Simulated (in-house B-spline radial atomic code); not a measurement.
As3+ is squeezed into an impenetrable sphere of radius R (the orbitals vanish at R). Caution: exact exchange at fractional occupations of open shells leaves self-interaction of up to several eV. Method: non-relativistic PBE0, spin-polarised, spherical fractional occupations, point nucleus. Calculated with an all-electron radial atomic-structure program (B-spline basis).

Energies in eV above the free ion in [Ar] 3d10 4s2:

```tsv
R (bohr)	highest level (eV)	[Ar] 3d10 4s2	[Ar] 3d10 4s1 4f1	[Ar] 3d10 4s1 4d1	-dE/dV in [Ar] 3d10 4s2 (GPa)
7.83	-44.9	0	35.69	25.76	3.66e-05
5.55	-44.9	0.008403	37.93	26.17	0.0679
4.67	-44.8	0.09943	40.84	27.24	1.06
4.32	-44.6	0.2533	42.83	28.19	3.07
3.81	-44.1	0.9369	47.35	30.8	13.9
2.83	-38.4	9.929	69.77	48.55	252
2.8	-38	10.66	71.07	49.72	276
2.24	-22	41.04	113.2	90.98	1760
1.94	0.358	89.04	166	146.8	5470
1.59	62.1	242.4	313.3	307.8	25300
```

Task: Does [Ar] 3d10 4s1 4f1 fall below [Ar] 3d10 4s2 under compression?

Result: No, it stays above over the whole range.

Task: Does [Ar] 3d10 4s1 4d1 fall below [Ar] 3d10 4s2 under compression?

Result: No, it stays above over the whole range.

The highest level is first positive in the row R = 1.94 bohr, pushed up by confinement above the zero of the free ion's potential. Each configuration is held fixed and needn't be the lowest in the sphere.
